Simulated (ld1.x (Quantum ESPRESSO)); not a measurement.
# An all-electron radial function and its pseudo partner (zirconium)

Columns: radius, all-electron u(r) and pseudo u(r) of the 4d shell (level -3.74 eV) of zirconium in the configuration [Ar] 3d10 4s2 4p6 4d2 5s2 5p0; LDA (PZ), scalar-relativistic, TM scheme, ld1.x (Quantum ESPRESSO) 7.5.

```
r (bohr)  all-electron   pseudo
   0.168        0.2139  -0.0064
   0.335        0.2885  -0.0463
   0.503        0.1108  -0.1353
   0.670       -0.1272  -0.2606
   0.838       -0.3376  -0.3955
   1.005       -0.4924  -0.5121
   1.172       -0.5940  -0.5983
   1.340       -0.6522  -0.6526
   1.508       -0.6777  -0.6777
   1.675       -0.6799  -0.6799
   1.842       -0.6669  -0.6669
   2.010       -0.6438  -0.6438
   2.178       -0.6146  -0.6146
   2.345       -0.5823  -0.5823
   2.512       -0.5485  -0.5485
   2.680       -0.5143  -0.5143
   2.848       -0.4806  -0.4806
   3.015       -0.4481  -0.4481
   3.182       -0.4170  -0.4170
   3.350       -0.3872  -0.3872
   3.518       -0.3589  -0.3589
   3.685       -0.3325  -0.3325
   3.852       -0.3076  -0.3076
   4.020       -0.2842  -0.2842
   4.188       -0.2624  -0.2624
   4.355       -0.2421  -0.2421
```

Question: How many radial nodes do the two functions have?

Answer: The all-electron 4d function has n − l − 1 = 1; the pseudo-wave has 0, since the states of the same l below it are removed with the core.

Question: At about which radius was the pseudo-wave matched?

Answer: 1.55 bohr. The columns agree to 0.0005 from 1.34 bohr on; several derivatives are matched, so the curves merge somewhat inside the radius.

Question: Is the pseudo-wave norm-conserving?

Answer: Yes: the TM scheme keeps the norm inside the radius equal to the all-electron one, which fixes the energy derivative of the logarithmic derivative at the level.
